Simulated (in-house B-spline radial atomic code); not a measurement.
## One electron outside the [He] 2s2 2p6 core: Ru XXXIV (Ru33+)

Computed with a B-spline radial code for spherical atoms, no-pair Dirac-Coulomb Hamiltonian, finite nucleus. Rungs: frozen-core Dirac-Hartree-Fock (DHF); Brueckner orbitals from the second-order correlation potential; the same with the Coulomb interaction screened by the core and the hole-particle interaction summed; Breit and QED terms from differences of relaxed Dirac-Fock atoms, where computed. Partial waves beyond l = 6 are extrapolated. The tables show a selection of states; those near core-excited levels, with erratic corrections or far from their DHF start are never shown.

Command:
```bash
python run_mb.py task.json out
```
Settings (nuclear radius in fm, box in bohr, cutoff in hartree):
```
basis_form          2
Z                   44
core_configuration  [He] 2s2 2p6
rms_radius          4.4809
mass_number         102
speed_of_light      137.036
box_radius          6.212
lmax                6
intervals           60
virtual_cutoff      3872.0
```

Run time, properties included: 23 s on 1 thread of Intel(R) Xeon(R) Platinum 8559C, on a shared host.

Removal energies (eV):

```json
{"state": "3s1/2", "DHF": "2013.8", "second order": "2014.61", "screened": "2014.6", "Breit + QED": "-1.63", "final": "2012.97"}
{"state": "3p1/2", "DHF": "1938.55", "second order": "1939.58", "screened": "1939.57", "Breit + QED": "-1.54", "final": "1938.03"}
{"state": "3p3/2", "DHF": "1904.8", "second order": "1905.77", "screened": "1905.76", "Breit + QED": "-1", "final": "1904.75"}
{"state": "3d3/2", "DHF": "1806.5", "second order": "1807.65", "screened": "1807.64", "Breit + QED": "-0.659", "final": "1806.98"}
{"state": "3d5/2", "DHF": "1799.18", "second order": "?", "screened": "?", "Breit + QED": "?", "final": "?"}
{"state": "4s1/2", "DHF": "1090.74", "second order": "?", "screened": "?", "Breit + QED": "?", "final": "?"}
{"state": "4p1/2", "DHF": "1059.83", "second order": "1060.26", "screened": "1060.25", "Breit + QED": "-0.609", "final": "1059.64"}
{"state": "4p3/2", "DHF": "1046.2", "second order": "1046.6", "screened": "1046.6", "Breit + QED": "-0.392", "final": "1046.2"}
{"state": "4d3/2", "DHF": "1009.21", "second order": "1009.6", "screened": "1009.59", "Breit + QED": "-0.243", "final": "1009.35"}
{"state": "4d5/2", "DHF": "1006.02", "second order": "1006.4", "screened": "1006.39", "Breit + QED": "-0.116", "final": "1006.28"}
```

Task: What does correlation do to 4s1/2?

Result: It adds 0.3534 eV to the removal energy in second order and 0.3475 eV with screening; Breit and QED add -0.64 eV, for a final 1090.45 eV.

Task: What does correlation do to 3d5/2?

Result: It adds 1.097 eV to the removal energy in second order and 1.089 eV with screening; Breit and QED add -0.312 eV, for a final 1799.96 eV.

Task: How does the lowest state compare with the NIST ionisation energy?

Result: 3s1/2 is bound by 2013.0 eV, without recoil; NIST lists 2013.04 ± 0.06 eV (semi-empirical), a difference of -0.065 eV.

Electric-dipole lines from 3s1/2 (reduced matrix elements in atomic units, length form, static core polarisation, sign of DHF taken positive):

```json
{"upper": "3p1/2", "DHF": "0.2734", "+ core polarisation": "0.27", "+ Brueckner": "0.2699", "λ (nm)": "16.543", "A (s⁻¹)": "1.63e+10"}
{"upper": "3p3/2", "DHF": "0.3919", "+ core polarisation": "0.387", "+ Brueckner": "0.3868", "λ (nm)": "11.457", "A (s⁻¹)": "5.04e+10"}
```

Task: What radiative lifetime does 3d3/2 get from its electric-dipole decays?

Result: The rates to lower computed states sum to 6.99e+10 s⁻¹, a lifetime of 0.0143 ns.

Magnetic hyperfine constants per unit nuclear g factor (MHz, nucleus as a uniformly magnetised ball; they apply to isotopes with nuclear spin):

```csv
state,DHF,+ core polarisation,+ Brueckner
3s1/2,685000,707900,709300
3p1/2,213800,221800,222200
3p3/2,35910,34910,34970
4s1/2,274200,282400,282800
4p1/2,86580,89370,89480
4p3/2,14620,14170,14190
```
